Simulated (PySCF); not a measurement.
**IS3, doublet: data card**

Computed with UPBE0/[I def2-SVP with ECP28, S def2-SVP], scalar-relativistic core potentials, density fitting, no spin–orbit coupling, PySCF.

The structure is a minimum.

```json
{
  "Point group": "D3h",
  "Bond lengths": "I–S 2.327 Å (×3)",
  "Bond angles": "S–I–S 120.0° (×3)",
  "Atomisation energy without zero-point energy": "295 kJ/mol",
  "Highest occupied level (α)": "-6.86 eV",
  "Spin squared ⟨S²⟩": "0.769",
  "Enthalpy at 298.15 K above 0 K": "17.78 kJ/mol",
  "Zero-point energy": "9.5 kJ/mol",
  "Rotational symmetry number": "6",
  "Entropy at 298.15 K and 1 bar (electronic part: spin only)": "341.9 J/(mol K)",
  "Principal quadrupole moments (Buckingham, traceless) about the centre of mass": "-3.07, -3.07, 6.14 D Å",
  "Dipole moment": "0.00 D",
  "Principal polarisabilities": "34.7, 128.5, 128.5 bohr³",
  "Lowest empty level (α)": "-5.48 eV",
  "Rotational constants": "0.06491, 0.06491, 0.03246 cm⁻¹",
  "Heat capacity Cp at 298.15 K": "75.7 J/(mol K)"
}
```

Harmonic modes (masses in u: I 126.904, S 31.972):
| symmetry | ω (cm⁻¹) | IR (km/mol, summed over degenerate members) | μ (u) | type |
| --- | --- | --- | --- | --- |
| e' | 68 | 0.0 | 34.40 | bend |
| e' | 333 | 60.2 | 42.70 | stretch |
| a1' | 357 | 0.0 | 31.97 | stretch |
| a2'' | 425 | 3.3 | 47.16 | bend |

In D3h the vibrations span 2e' + a1' + a2''. The a1' mode carries no infrared intensity, as symmetry demands.

Charges (e):
```csv
atom,Mulliken,Löwdin,polar tensor,spin (Mulliken),Mayer order to I1
I1,0.74,0.73,0.91,-0.01,–
"S2,3,4",-0.25,-0.24,-0.30,0.34,1.13
```
Other Mayer orders above 0.3: S–S 0.43 (×3).

Mulliken populations on I1 (electrons outside its core potential): s 3.89, p 9.99, d 10.39.

This need not be the most stable arrangement of these atoms. At this level a doublet minimum of Cs symmetry lies 93 kJ/mol below this structure. With an element this heavy the missing spin–orbit coupling can shift these numbers.

The final relaxation and frequency run took roughly 50 core-seconds on a shared host.
